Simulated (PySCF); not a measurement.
Two species compared at the same levels of theory.

First species: C2H7F3OSi2.
InChI=1S/C2H7F3OSi2/c3-2(4,5)8-6-1-7/h1,8H2,7H3

Second species: C₂H₈FNSi₂.
SMILES: `C=C[SiH2][Si@H](N)F`

Levels: PBE0/def2-SVPD for dipole moment, HOMO energy, LUMO energy, HOMO–LUMO gap, static isotropic polarisability and electronic spatial extent ⟨r²⟩ about the centre of nuclear charge; TDDFT PBE0/def2-SVPD for lowest singlet excitation; TDA PBE0/def2-SVPD for lowest triplet excitation (Tamm–Dancoff); GFN2-xTB for rotational constant A and rotational constant C. Geometries: GFN2-xTB. Each species is one conformer at its optimised geometry, gas phase, non-relativistic unless stated; the electronic structure was computed with PySCF and density fitting.

The conformers computed, where there is a choice (atom-mapped SMILES and torsion angles):
- `[F:1][C:2]([F:3])([F:4])[SiH2:5][O:6][CH2:7][SiH3:8]`: F1–C2–Si5–O6 64°, C2–Si5–O6–C7 179°, Si5–O6–C7–Si8 -90°
- `[CH2:1]=[CH:2][SiH2:3][Si@H:4]([NH2:5])[F:6]`: C1–C2–Si3–Si4 114°, C2–Si3–Si4–N5 -75°, H–N5–Si4–Si3 57°, H–N5–Si4–Si3 -160°

Values for the first species:

| Item | Value |
| --- | --- |
| Dipole moment | 3.85 D |
| HOMO energy | -8.20 eV |
| LUMO energy | -0.43 eV |
| HOMO–LUMO gap | 7.77 eV |
| Lowest singlet excitation | 6.40 eV |
| Lowest triplet excitation (Tamm–Dancoff) | 6.11 eV |
| Static isotropic polarisability | 83.5 au |
| Electronic spatial extent ⟨r²⟩ about the centre of nuclear charge | 1896 bohr² |
| Rotational constant A | 3.076 GHz |
| Rotational constant C | 0.589 GHz |

Estimate the same properties for the second species, and the change in each.

| property | first | second | second less first |
| --- | --- | --- | --- |
| dipole moment | 3.85 D | 2.77 D | -1.08 D |
| HOMO energy | -8.20 eV | -7.41 eV | +0.79 eV |
| LUMO energy | -0.43 eV | -0.81 eV | -0.38 eV |
| HOMO–LUMO gap | 7.77 eV | 6.60 eV | -1.17 eV |
| lowest singlet excitation | 6.40 eV | 5.51 eV | -0.89 eV |
| lowest triplet excitation (Tamm–Dancoff) | 6.11 eV | 4.22 eV | -1.89 eV |
| static isotropic polarisability | 83.5 au | 87.2 au | +3.7 au |
| electronic spatial extent ⟨r²⟩ about the centre of nuclear charge | 1896 bohr² | 1175 bohr² | -721 bohr² |
| rotational constant A | 3.076 GHz | 4.335 GHz | +1.259 GHz |
| rotational constant C | 0.589 GHz | 0.996 GHz | +0.407 GHz |

On the first: A dipole of 3.85 D is allowed in C1, and pure rotational transitions are dipole-allowed. The vertical singlet–triplet gap S1 − T1 is 0.29 eV (TDDFT singlet less Tamm–Dancoff triplet; S1: HOMO→LUMO, weight 0.97; T1: HOMO→LUMO, weight 0.93).

On the second: The vertical singlet–triplet gap S1 − T1 is 1.29 eV (TDDFT singlet less Tamm–Dancoff triplet; S1: HOMO→LUMO, weight 0.89; T1: HOMO−1→LUMO, weight 0.38, beside HOMO→LUMO, weight 0.30). S1 lies 1.09 eV below the HOMO–LUMO gap; its leading configuration is HOMO→LUMO, weight 0.89.
